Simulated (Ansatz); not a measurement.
`[CH3][SnH]([F])[BH]Cl`, 10 atoms. Total charge 0; spin multiplicity 1. Correlated methods include outer-core shells of Sn, which these sets cover unevenly. Sn: def2 effective core potential. All runs use 4 threads of an Arm Neoverse V1 on a shared host. Correlated methods freeze the cores.

Q: Give the basis size and wall time and peak host memory of each of these runs in Ansatz. RKS ωB97M-V/def2-SVP energy; RKS ωB97M-V/def2-TZVPP energy and forces; RKS PBE0-D4/def2-SVP energy; direct RPA on PBE orbitals/def2-TZVPP energy; RHF-CCSD(T)/def2-SVP energy; RKS B3LYP-D4/def2-TZVPP energy and forces; RKS HSE06 (plane-wave form)-D4/def2-TZVPP energy; RKS B97M-V/def2-TZVPP energy; RKS PBE0-D4/def2-QZVPP energy; RKS PBE0-D4/def2-TZVP frequencies; RHF-MP2/def2-QZVPP energy; RKS PBE0-D4/def2-TZVP relaxation (14 steps). (Estimate.)

A: Ansatz gave: Other jobs shared the machine, so times are rough.

| level | job | functions | wall time | peak host memory (GiB) |
| --- | --- | --- | --- | --- |
| RKS PBE0-D4/def2-SVP | energy | 111 | 1.4 s | 0.47 |
| RKS HSE06 (plane-wave form)-D4/def2-TZVPP | energy | 255 | 3.9 s | 0.76 |
| RKS B3LYP-D4/def2-TZVPP | energy and forces | 255 | 5.5 s | 0.77 |
| RKS ωB97M-V/def2-SVP | energy | 111 | 6.5 s | 0.47 |
| direct RPA on PBE orbitals/def2-TZVPP | energy | 255 | 7 s | 0.68 |
| RKS PBE0-D4/def2-QZVPP | energy | 473 | 9 s | 1.8 |
| RHF-CCSD(T)/def2-SVP | energy | 111 | 9 s | 0.61 |
| RKS B97M-V/def2-TZVPP | energy | 255 | 11 s | 0.44 |
| RKS ωB97M-V/def2-TZVPP | energy and forces | 255 | 14 s | 1 |
| RHF-MP2/def2-QZVPP | energy | 473 | 23 s | 2.7 |
| RKS PBE0-D4/def2-TZVP | relaxation (14 steps) | 210 | 58 s | 0.61 |
| RKS PBE0-D4/def2-TZVP | frequencies | 210 | 2.9 min | 0.62 |

B3LYP here is the variant with VWN-RPA as its local correlation; programs differ in this.
